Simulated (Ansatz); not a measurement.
Reaction (redistribution): `C[SiH](O)O[SiH](O)O` + `CN[Si](F)(F)F` → `O[SiH](O)N[Si](F)(F)F` + `CO[SiH](C)O`

Computed with Ansatz on PBE0-D4/def2-TZVP structures; ΔE is electronic, products minus reactants. CBS: MP2 limit from def2 TZ/QZ plus the TZ coupled-cluster correction, frozen cores. DFT in def2-TZVPP. Each species was taken in one conformer, which may not be the lowest.

Question: Is it downhill or uphill in electronic energy at CCSD(T)/CBS, and by how much? (An estimate is asked.)

Answer: Ansatz gave: Uphill: ΔE = +18.6 kcal/mol.

Question: What do these levels give: r2SCAN-D4, ωB97M-V, r2SCAN, PBE0, MP2/def2-TZVPP, SCS-MP2/def2-TZVPP, CCSD/def2-TZVPP, CCSD(T)/def2-TZVPP, MP2/def2-QZVPP, SCS-MP2/def2-QZVPP, HF/CBS(def2), MP2/CBS(def2)? (An estimate is asked.)

Answer: The calculation gave: r2SCAN-D4 17.7, ωB97M-V 17.8, r2SCAN 17.7, PBE0 17.7, MP2/def2-TZVPP 18.6, SCS-MP2/def2-TZVPP 18.5, CCSD/def2-TZVPP 18.5, CCSD(T)/def2-TZVPP 18.2, MP2/def2-QZVPP 18.9, SCS-MP2/def2-QZVPP 18.8, HF/CBS(def2) 19.7, MP2/CBS(def2) 19.0 kcal/mol.

Largest T1 diagnostic among the species: 0.012.

From PBE to PBE0 (25 % exact exchange), in def2-TZVPP and without D4, ΔE moves by +1.0 kcal/mol. In def2-TZVPP, CCSD(T) changes the Hartree–Fock value by −1.2 kcal/mol (the triples alone add −0.4 kcal/mol) and MP2 by −0.8 kcal/mol.
